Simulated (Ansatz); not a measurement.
One change: `N[SiH2]O[SiH3]` becomes `[SiH3]O[SiH2]Br`.

Ansatz, PBE0-D4/def2-TZVP geometries, multiplicity 1. Each molecule was computed in one conformer, which needn't be the lowest.

Scalar relativity is left out up to krypton.

```json
{"property": "LUMO energy (ωB97M-V/def2-TZVPP) / eV", "`N[SiH2]O[SiH3]`": "1.92"}
{"property": "size of the dipole moment (PBE/def2-TZVPP) / D", "`N[SiH2]O[SiH3]`": "1.29"}
{"property": "HOMO–LUMO gap (ωB97M-V/def2-TZVPP) / eV", "`N[SiH2]O[SiH3]`": "12.23"}
{"property": "HOMO energy (PBE/def2-TZVPP) / eV", "`N[SiH2]O[SiH3]`": "-6.42"}
{"property": "HOMO–LUMO gap (B3LYP/def2-TZVPP) / eV", "`N[SiH2]O[SiH3]`": "7.69"}
{"property": "size of the dipole moment (B3LYP/def2-TZVPP) / D", "`N[SiH2]O[SiH3]`": "1.18"}
```

Task: Give the same properties after the change, and the shifts. (Estimate.)

Result: Ansatz gave: 
```json
{"property": "LUMO energy (ωB97M-V/def2-TZVPP) / eV", "`[SiH3]O[SiH2]Br`": "1.52", "shift": "-0.40"}
{"property": "size of the dipole moment (PBE/def2-TZVPP) / D", "`[SiH3]O[SiH2]Br`": "0.98", "shift": "-0.31"}
{"property": "HOMO–LUMO gap (ωB97M-V/def2-TZVPP) / eV", "`[SiH3]O[SiH2]Br`": "12.16", "shift": "-0.07"}
{"property": "HOMO energy (PBE/def2-TZVPP) / eV", "`[SiH3]O[SiH2]Br`": "-7.14", "shift": "-0.72"}
{"property": "HOMO–LUMO gap (B3LYP/def2-TZVPP) / eV", "`[SiH3]O[SiH2]Br`": "7.79", "shift": "0.10"}
{"property": "size of the dipole moment (B3LYP/def2-TZVPP) / D", "`[SiH3]O[SiH2]Br`": "1.04", "shift": "-0.14"}
```

With PBE0 the HOMO falls by 0.55 eV and the LUMO falls by 0.50 eV, so the gap widens by about 0.05 eV. PBE moves the HOMO by -0.72 eV and ωB97M-V by -0.34 eV. Dipoles are sizes alone; their direction can turn.

B3LYP here is the variant with VWN-RPA as its local correlation; programs differ in this.

Spin–orbit coupling is left out; it splits and shifts lone-pair levels of the heavy atoms by tenths of an eV.
